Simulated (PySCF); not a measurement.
PBE on Rh⁻ (rhodium, charge -1), [Kr] 4d8 5s2, high-spin 3F determinant. All numbers are calculated (PySCF 2.14, a scalar-relativistic core potential, in aug-cc-pwCVDZ-PP with ECP28MDF (6s6p5d3f, 70 functions)).

```
cycle= 1 E= -110.17987906112  delta_E= -0.019  |g|= 0.12  |ddm|= 0.643
cycle= 2 E= -110.167971087568  delta_E= 0.0119  |g|= 0.22  |ddm|= 0.262
cycle= 3 E= -110.18378150262  delta_E= -0.0158  |g|= 0.0217  |ddm|= 0.201
cycle= 4 E= -110.184175222522  delta_E= -0.000394  |g|= 0.00217  |ddm|= 0.053
cycle= 5 E= -110.184176986767  delta_E= -1.76e-06  |g|= 9.85e-05  |ddm|= 0.00315
cycle= 6 E= -110.184177006813  delta_E= -2e-08  |g|= 8.26e-06  |ddm|= 0.000598
cycle= 7 E= -110.18417700691  delta_E= -9.68e-11  |g|= 6.95e-07  |ddm|= 4.11e-05
converged SCF energy = -110.18417700691  <S^2> = 2.0133608  2S+1 = 3.008894
```

Highest occupied orbital energy: 1.031 eV; ⟨L²⟩ = 12.02; populations by l: s 4.00, p 6.00, d 8.00, f 0.00.

(1) Can this result be used?

## Answers

(1) With care. Self-consistency was reached. Energies and moments cover only the electrons outside the core potential. At PBE the highest occupied level has a positive energy, so only the finite basis holds that electron; in a semilocal or global hybrid functional this comes from self-interaction and does not mean that the real anion is unbound.
